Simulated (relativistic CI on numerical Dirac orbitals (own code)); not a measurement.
# Cu²⁺ (3d9) in a crystal field

Calculated by Dirac-Coulomb-Breit CI, separate exchange-only KLI orbitals for each configuration, model QED, valence Slater integrals scaled by 0.75, one configuration in a parametric crystal field (own radial code).

Field parameters in Wybourne normalisation: Oh B⁴₀ = 21Dq, B⁴₄ = √(5/14) B⁴₀. The field is a parameter set, without covalency.

S is read from ⟨S²⟩ = S(S + 1).

Levels (cm⁻¹, degeneracy): 0 (4), 28490 (2), 29709 (4).

Which field gives this pattern?
A. Oh, 10Dq = 21450 cm⁻¹
B. Oh, 10Dq = 13650 cm⁻¹
C. Oh, 10Dq = 29250 cm⁻¹
D. Oh, 10Dq = 11050 cm⁻¹

C. Oh, 10Dq = 29250 cm⁻¹, ground level with S = 0.50.
